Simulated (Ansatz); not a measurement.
`[NH2][In]([OH])[C](=O)O`. Total charge 0; spin multiplicity 1. In takes the def2 core potential. The geometry is a stationary point of PBE0-D4/def2-TZVP. It is one conformer, not always the lowest.

```xyz
10

N     0.578    0.123    2.227
In    0.457    0.296    0.234
O     1.806    1.580   -0.452
C    -0.726   -0.911   -1.154
O    -0.311   -1.842   -1.784
O    -2.000   -0.485   -1.240
H    -0.232   -0.190    2.739
H     1.022    0.886    2.718
H     1.864    1.604   -1.409
H    -2.457   -1.062   -1.878
```

Problem. What is the dipole moment at B3LYP/def2-TZVPP? (Estimate.)

Solution. The calculation gave: 2.62 D, with components (-2.58, 0.38, 0.19) D in this frame, pointing from negative to positive charge.

Problem. And with PBE, r2SCAN, ωB97M-V? (An estimate is asked.)

Solution. The calculation gave: PBE 2.52 D, r2SCAN 2.63 D, ωB97M-V 2.66 D.

Problem. Give the Mulliken charges with B3LYP, ωB97M-V, r2SCAN in def2-TZVPP. (Best estimate.)

Solution. Ansatz gave: 
```csv
atom,B3LYP,ωB97M-V,r2SCAN
N1,-0.48,-0.46,-0.52
In2,0.83,0.85,0.82
O3,-0.52,-0.52,-0.54
C4,0.07,0.08,0.12
O5,-0.27,-0.29,-0.30
O6,-0.25,-0.24,-0.27
H7,0.13,0.11,0.15
H8,0.15,0.13,0.16
H9,0.17,0.16,0.19
H10,0.18,0.18,0.20
```

B3LYP here is the variant with VWN-RPA as its local correlation; programs differ in this.
